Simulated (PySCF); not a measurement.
PySCF input:

```python
from pyscf import gto, scf, dft

mol = gto.M(
    atom='''
    Se    0.02331047   -0.00672351    0.91429242
    Br    0.82293192   -1.59704815   -0.47712310
    Br   -0.84557638    1.60357956   -0.41104668
    ''',
    basis='def2-tzvpd',
    charge=1,
    spin=1,
    verbose=4,
)

mf = scf.UHF(mol).density_fit(auxbasis='def2-universal-jkfit')
mf.conv_tol = 1e-9
mf.max_cycle = 100
mf.max_memory = 1500
mf.kernel()
if not mf.converged:
    mf = mf.newton()
    mf.kernel(mf.make_rdm1())
for _ in range(2):
    mo, _, stable, _ = mf.stability(return_status=True)
    if stable:
        break
    mf.kernel(mf.make_rdm1(mo, mf.mo_occ))
mf.analyze()
```

Q: Predict the final energy.

A: -7544.38103 Eh (HF/def2-TZVPD).
